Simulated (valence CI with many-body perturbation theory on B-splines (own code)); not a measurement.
Tb³⁴⁺: electric-dipole lines

Computed by relativistic CI+MBPT: three valence electrons over a frozen Dirac-Fock core [Ar] 3d10, radial functions for each j: 11 s, 11 p, 10 d, 8 f, 5 g, 2 h, with the one-electron correlation potential Σ1 (screened to all orders), the two-electron term Σ2, the three-electron term Σ3, Breit, model QED; selected single and double excitations, second order for the rest, scaled by the run's own slope (own B-spline code, finite nucleus).

The last digits are not significant, and no measured levels were compared; by estimate large intervals hold to a few tenths of a per cent, small ones and those within an open d or f shell to about a per cent.

Lines 151 to 200 of 525 in falling wavelength, among levels below 4620.6 × 10³ cm⁻¹, chosen from the strongest by gf and those to the six lowest levels. Wavelengths and rates use the calculated energies. Electric multipoles are in the length gauge with retardation, E1 and E2 with the static RPA response of the core. Weak lines are less certain than strong ones. Lines between different terms over intervals too small for the method are left out, as are lines whose strength nearly cancels. Where a level lies close to another of its J and parity, the split of strength between their lines is uncertain. The highest levels of a list are the least certain.

Levels are named by their leading jj configuration (3d3/2^4 stands for four electrons in 3d with j = 3/2), which in mixed levels can hold well under half, so a name can repeat and another be missing. Letters in brackets count levels of one name in rising energy.

| λ vac (nm) | Upper | Lower | A (s⁻¹) | S (a.u.) with core polarisation | S without |
| --- | --- | --- | --- | --- | --- |
| 9.249 | (4s 4p3/2 4f7/2) J=7/2 [b] | (4s^2 4f7/2) J=7/2 | 1.29e+11 | 4.02e-01 | 4.30e-01 |
| 9.247 | (4s 4d3/2 4d5/2) J=7/2 [a] | (4s 4p3/2 4d3/2) J=7/2 | 3.37e+10 | 1.05e-01 | 1.12e-01 |
| 9.236 | (4p1/2 4d5/2^2) J=9/2 | (4p1/2 4p3/2 4d5/2) J=9/2 | 7.11e+10 | 2.76e-01 | 2.94e-01 |
| 9.233 | (4s 4p3/2 4f7/2) J=7/2 [b] | (4s^2 4f5/2) J=5/2 | 3.68e+11 | 1.14e+00 | 1.22e+00 |
| 9.225 | (4p1/2 4p3/2 4f5/2) J=5/2 [a] | (4p1/2 4p3/2 4d5/2) J=5/2 [a] | 6.28e+10 | 1.46e-01 | 1.56e-01 |
| 9.209 | (4p3/2 4d3/2 4d5/2) J=3/2 [c] | (4p3/2^2 4d3/2) J=3/2 [b] | 1.07e+11 | 1.66e-01 | 1.76e-01 |
| 9.206 | (4p1/2 4p3/2 4d5/2) J=5/2 [a] | (4p1/2 4p3/2^2) J=5/2 | 1.09e+11 | 2.51e-01 | 2.68e-01 |
| 9.189 | (4s 4d5/2^2) J=3/2 | (4p3/2^3) J=3/2 [b] | 6.03e+10 | 9.23e-02 | 9.85e-02 |
| 9.181 | (4s 4p1/2 4d5/2) J=5/2 [a] | (4s 4p1/2 4p3/2) J=5/2 | 9.88e+10 | 2.26e-01 | 2.42e-01 |
| 9.179 | (4p1/2 4d3/2 4d5/2) J=7/2 [b] | (4p1/2 4p3/2 4d3/2) J=5/2 [b] | 4.49e+10 | 1.37e-01 | 1.46e-01 |
| 9.169 | (4p1/2 4d5/2^2) J=1/2 | (4p1/2 4p3/2 4d5/2) J=3/2 [b] | 2.46e+11 | 1.87e-01 | 1.99e-01 |
| 9.165 | (4p1/2 4p3/2 4d5/2) J=3/2 [a] | (4p1/2 4p3/2^2) J=5/2 | 7.30e+10 | 1.11e-01 | 1.18e-01 |
| 9.162 | (4s 4p3/2 4d5/2) J=5/2 [b] | (4s 4p3/2^2) J=3/2 | 7.80e+10 | 1.78e-01 | 1.89e-01 |
| 9.160 | (4s 4d3/2 4d5/2) J=3/2 [b] | (4s 4p3/2 4d3/2) J=5/2 [b] | 1.09e+11 | 1.65e-01 | 1.76e-01 |
| 9.160 | (4p1/2 4p3/2 4f5/2) J=9/2 [a] | (4p1/2 4p3/2 4d5/2) J=7/2 [b] | 4.64e+10 | 1.76e-01 | 1.86e-01 |
| 9.154 | (4s 4d3/2 4f7/2) J=9/2 [a] | (4s 4d3/2 4d5/2) J=7/2 [a] | 2.60e+10 | 9.84e-02 | 1.04e-01 |
| 9.150 | (4p1/2 4p3/2^2) J=5/2 | (4s 4p1/2 4p3/2) J=3/2 [a] | 4.98e+10 | 1.13e-01 | 1.20e-01 |
| 9.147 | (4p1/2 4d5/2^2) J=3/2 | (4p1/2 4p3/2 4d5/2) J=3/2 [a] | 8.03e+10 | 1.21e-01 | 1.29e-01 |
| 9.147 | (4p1/2 4d3/2 4d5/2) J=3/2 [b] | (4p1/2 4p3/2 4d3/2) J=3/2 [b] | 8.51e+10 | 1.28e-01 | 1.37e-01 |
| 9.143 | (4s 4d3/2 4d5/2) J=7/2 [a] | (4s 4p3/2 4d3/2) J=5/2 [a] | 6.57e+10 | 1.98e-01 | 2.11e-01 |
| 9.141 | (4p1/2 4d3/2 4d5/2) J=5/2 [a] | (4p1/2 4p3/2 4d3/2) J=5/2 [a] | 9.19e+10 | 2.08e-01 | 2.21e-01 |
| 9.139 | (4p3/2^2 4d5/2) J=5/2 [c] | (4s^2 4f5/2) J=5/2 | 2.05e+11 | 4.64e-01 | 4.96e-01 |
| 9.138 | (4s 4p3/2 4d3/2) J=1/2 [b] | (4s^2 4d3/2) J=3/2 | 2.88e+11 | 2.17e-01 | 2.32e-01 |
| 9.128 | (4p1/2 4p3/2 4d5/2) J=3/2 [b] | (4p1/2 4p3/2^2) J=1/2 | 1.20e+11 | 1.81e-01 | 1.92e-01 |
| 9.127 | (4s 4p1/2 4d5/2) J=7/2 | (4s 4p1/2 4p3/2) J=5/2 | 1.15e+11 | 3.46e-01 | 3.68e-01 |
| 9.120 | (4p3/2^2 4d5/2) J=5/2 [b] | (4s 4p3/2 4d5/2) J=5/2 [a] | 5.52e+10 | 1.24e-01 | 1.32e-01 |
| 9.117 | (4p3/2 4d3/2 4d5/2) J=7/2 [c] | (4p3/2^2 4d3/2) J=7/2 | 5.97e+10 | 1.79e-01 | 1.90e-01 |
| 9.107 | (4p1/2 4d5/2^2) J=3/2 | (4p1/2 4p3/2 4d5/2) J=5/2 [a] | 9.59e+10 | 1.43e-01 | 1.52e-01 |
| 9.096 | (4p1/2 4p3/2 4d5/2) J=7/2 [b] | (4p1/2 4p3/2^2) J=5/2 | 7.40e+10 | 2.20e-01 | 2.33e-01 |
| 9.083 | (4p1/2 4p3/2 4d5/2) J=1/2 | (4p1/2 4p3/2^2) J=1/2 | 2.76e+11 | 2.04e-01 | 2.18e-01 |
| 9.077 | (4s 4p1/2 4d5/2) J=5/2 [b] | (4s 4p1/2 4p3/2) J=3/2 [b] | 2.49e+11 | 5.51e-01 | 5.87e-01 |
| 9.073 | (4p1/2 4d3/2 4d5/2) J=1/2 | (4p1/2 4p3/2 4d3/2) J=1/2 [a] | 1.84e+11 | 1.35e-01 | 1.44e-01 |
| 9.066 | (4p1/2 4d3/2^2) J=3/2 | (4p1/2 4p3/2 4d3/2) J=3/2 [a] | 7.29e+10 | 1.07e-01 | 1.14e-01 |
| 9.060 | (4p1/2 4p3/2 4f7/2) J=5/2 [b] | (4p1/2 4p3/2 4d5/2) J=3/2 [b] | 1.22e+11 | 2.68e-01 | 2.84e-01 |
| 9.059 | (4p3/2^2 4f5/2) J=3/2 | (4p3/2^2 4d3/2) J=3/2 [b] | 6.82e+10 | 1.00e-01 | 1.07e-01 |
| 9.057 | (4s 4p3/2 4f7/2) J=7/2 [a] | (4s 4p3/2 4d5/2) J=7/2 [a] | 1.38e+11 | 4.05e-01 | 4.32e-01 |
| 9.054 | (4s 4p3/2 4f7/2) J=3/2 | (4s 4p3/2 4d5/2) J=1/2 | 1.35e+11 | 1.97e-01 | 2.10e-01 |
| 9.044 | (4p1/2 4p3/2 4f7/2) J=7/2 [b] | (4p1/2 4p3/2 4d5/2) J=5/2 [b] | 1.38e+11 | 4.02e-01 | 4.26e-01 |
| 9.027 | (4p1/2 4p3/2 4d5/2) J=3/2 [a] | (4p1/2 4p3/2^2) J=3/2 | 1.04e+11 | 1.51e-01 | 1.61e-01 |
| 9.023 | (4p3/2 4d5/2^2) J=5/2 | (4p3/2^2 4d5/2) J=7/2 | 1.63e+11 | 3.54e-01 | 3.77e-01 |
| 9.019 | (4s 4p1/2 4d5/2) J=3/2 | (4s 4p1/2 4p3/2) J=1/2 | 2.96e+11 | 4.29e-01 | 4.58e-01 |
| 9.016 | (4s 4p3/2 4d5/2) J=1/2 | (4s 4p3/2^2) J=1/2 | 2.82e+11 | 2.04e-01 | 2.18e-01 |
| 9.015 | (4p1/2 4p3/2 4f7/2) J=5/2 [a] | (4p1/2 4p3/2 4d5/2) J=5/2 [b] | 7.30e+10 | 1.58e-01 | 1.68e-01 |
| 9.011 | (4s 4d3/2 4d5/2) J=5/2 [c] | (4s 4p3/2 4d3/2) J=5/2 [b] | 9.80e+10 | 2.12e-01 | 2.26e-01 |
| 9.010 | (4s 4d5/2^2) J=1/2 | (4s 4p3/2 4d5/2) J=3/2 | 4.08e+11 | 2.95e-01 | 3.14e-01 |
| 9.000 | (4s 4d5/2^2) J=3/2 | (4s 4p3/2 4d5/2) J=3/2 | 1.64e+11 | 2.36e-01 | 2.51e-01 |
| 8.995 | (4p1/2 4p3/2 4f7/2) J=3/2 | (4p1/2 4p3/2 4d5/2) J=1/2 | 2.28e+11 | 3.27e-01 | 3.47e-01 |
| 8.993 | (4p3/2 4d3/2 4d5/2) J=7/2 [c] | (4p3/2^2 4d3/2) J=5/2 | 6.95e+10 | 2.00e-01 | 2.13e-01 |
| 8.992 | (4s 4d5/2^2) J=3/2 | (4s 4p3/2 4d5/2) J=5/2 [b] | 2.04e+11 | 2.93e-01 | 3.12e-01 |
| 8.990 | (4p1/2 4p3/2 4d5/2) J=5/2 [b] | (4p1/2 4p3/2^2) J=5/2 | 4.15e+10 | 8.94e-02 | 9.50e-02 |
